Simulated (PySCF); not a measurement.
Compound: C5H6OS.
Geometry (GFN2-xTB, Å), atoms numbered from 1 in this order:
```xyz
13
C5H6OS angstrom
C      2.4150    0.2425    0.2027
O      1.4468   -0.3899   -0.5995
C      0.1586   -0.1957   -0.2642
C     -0.9154   -0.7094   -0.9260
C     -2.1432   -0.3246   -0.3407
C     -1.9936    0.4666    0.7470
S     -0.3315    0.7713    1.0987
H      2.2732    1.3285    0.2078
H      2.3717   -0.1229    1.2342
H      3.3801   -0.0028   -0.2360
H     -0.8227   -1.3340   -1.7940
H     -3.1001   -0.6293   -0.7247
H     -2.7434    0.9003    1.3768
```

Definitions: NICS(0) = −σiso at the ring centroid; NICS(1) = −σiso and NICS(1)zz = −σzz at ±1 Å along the ring normal z. Level: GIAO PBE0/pcSseg-1 (PySCF, non-relativistic, gas phase) on the GFN2-xTB geometry, one conformer.

Ring bond lengths (Å), with Mayer bond orders in brackets: C3–C4 1.362 (1.55), C4–C5 1.414 (1.26), C5–C6 1.353 (1.60), C6–S7 1.726 (1.12), S7–C3 1.741 (1.12).

Give the NICS values of each ring in ppm.

```json
{"ring": "C3–C4–C5–C6–S7", "type": "5-membered ring with S; formal bonds all aromatic", "NICS(0)": "-13.1", "NICS(1), two faces": "-10.6 / -10.6", "NICS(1)zz, two faces": "-24.4 / -24.4", "rms pucker (Å)": "0.00", "centre to ring atoms, mean (Å)": "1.29"}
```

What can be read from them?

- C3–C4–C5–C6–S7: mean NICS(1)zz -24.4 ppm, shielded, aromatic by this magnetic criterion (flat ring, no four-coordinate atom).

What does the geometric index give? HOMA = 1 − mean of α(R − Ropt)² over the ring bonds, with Krygowski's 1993 parameters (CC: Ropt 1.388 Å, α 257.7 Å⁻²; CS: Ropt 1.677 Å, α 94.09 Å⁻²).

- C3–C4–C5–C6–S7: HOMA 0.75; the largest term is that of S7–C3, α(R − Ropt)² = 0.39. The geometric and the magnetic index point the same way.

What field does 11.7 T along the ring normal induce along that normal at the first NICS(1) probe listed for ring C3–C4–C5–C6–S7, 1 Å off the ring?

NICSzz × B0 = -24.4 ppm × 11.7 T = -285 μT, against the applied field.

List the ring angles and the Hirshfeld charges of the ring atoms.

- C3–C4–C5–C6–S7: C3 111.6° (+0.046 e), C4 112.4° (-0.108 e), C5 113.3° (-0.073 e), C6 111.9° (-0.103 e), S7 90.8° (+0.083 e); sum 540.0° against 540° for a flat convex ring.

What are the shieldings of the ring atoms and their hydrogens in the same run (means over atoms taken as equivalent)?

```
atoms                        environment  σ isotropic (ppm)  principal values of the symmetric part, first atom (ppm)
   C3     aromatic carbon bearing oxygen               11.3                                         -48.6, 17.3, 65.2
   C4                 aromatic CH carbon               79.1                                         17.2, 69.2, 150.8
   C5                 aromatic CH carbon               56.1                                        -30.3, 43.8, 154.9
   C6  aromatic CH next to a ring sulfur               70.9                                        -14.1, 83.4, 143.3
   S7              thiophene-type sulfur              332.3                                       211.3, 353.7, 431.8
  H11                  aromatic hydrogen              25.28                                          21.6, 25.3, 29.0
  H12                  aromatic hydrogen              24.71                                          21.7, 24.5, 27.9
  H13                  aromatic hydrogen              25.39                                          21.9, 25.4, 28.9
```
